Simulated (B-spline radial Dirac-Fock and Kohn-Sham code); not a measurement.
Elastic and transport cross sections of boron for electrons

Level of theory: relativistic (Dirac) partial waves in the static field of the Dirac-Fock atom with Furness-McCarthy exchange, without polarisation or absorption potentials; an atomic code on a B-spline grid. σ_tr1 and σ_tr2 weight the cross section with 1 − P₁ and 1 − P₂ of cos θ; "backward" is the share scattered beyond 90°.

```csv
energy (eV),σ (a₀²),σ_tr1 (a₀²),σ_tr2 (a₀²),σ/σ_tr1,backward (%)
21300,0.0975,0.000418,0.00106,233,0.033
22500,0.0926,0.000379,0.000962,245,0.031
23500,0.0889,0.000350,0.000890,254,0.030
30000,0.0710,0.000225,0.000577,316,0.023
35200,0.0614,0.000169,0.000434,364,0.019
48500,0.0462,9.48e-05,0.000247,487,0.013
50000,0.0450,8.97e-05,0.000234,501,0.013
52800,0.0429,8.14e-05,0.000213,527,0.012
60700,0.0381,6.35e-05,0.000167,600,0.010
63500,0.0367,5.86e-05,0.000154,626,0.0096
84200,0.0292,3.56e-05,9.44e-05,818,0.0068
86200,0.0286,3.42e-05,9.07e-05,837,0.0066
100000,?,?,?,?,?
112000,0.0234,2.17e-05,5.80e-05,1080,0.0047
125000,0.0216,1.80e-05,4.82e-05,1200,0.0041
127000,0.0214,1.75e-05,4.69e-05,1220,0.0040
146000,0.0194,1.38e-05,3.71e-05,1410,0.0033
200000,0.0159,8.13e-06,2.21e-05,1950,0.0021
300000,0.0127,4.20e-06,1.16e-05,3030,0.0011
```

**Question.** Fill in the row for 100 keV.

**Answer.** σ = 0.0255 a₀², σ_tr1 = 2.64e-05 a₀², σ_tr2 = 7.03e-05 a₀², σ/σ_tr1 = 966, backward 0.0054 %. The ratio σ/σ_tr1 is roughly the number of elastic collisions that randomise the direction.

Values without a named source are computed, but for edge energies of neutral atoms, which are taken from tables.
